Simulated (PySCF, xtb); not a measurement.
C2H6F2Si2, SMILES F/C=C(/[SiH3])[SiH2]F. Other conformers were not sampled.

Harmonic wavenumbers (cm⁻¹) from GFN2-xTB (xtb 6.7.1) at its own minimum, in rising order: 24, 84, 107, 160, 197, 236, 318, 421, 502, 520, 564, 585, 590, 720, 757, 767, 777, 784, 816, 819, 974, 1055, 1273, 1655, 2245, 2274, 2275, 2329, 2345, 3049.

Task: What does TPSSh-D3(BJ)/def2-SVP (PySCF) give at its own minimum? (An estimate is asked for; the answer gives what the named calculation found.)

Result: 53, 99, 148, 149, 197, 287, 335, 427, 577, 630, 677, 711, 735, 851, 911, 923, 951, 954, 966, 975, 989, 1139, 1348, 1670, 2248, 2268, 2269, 2286, 2290, 3180. Paired by order, the mean absolute difference is 75 cm⁻¹ and the zero-point energies are 41.8 and 44.7 kcal/mol.
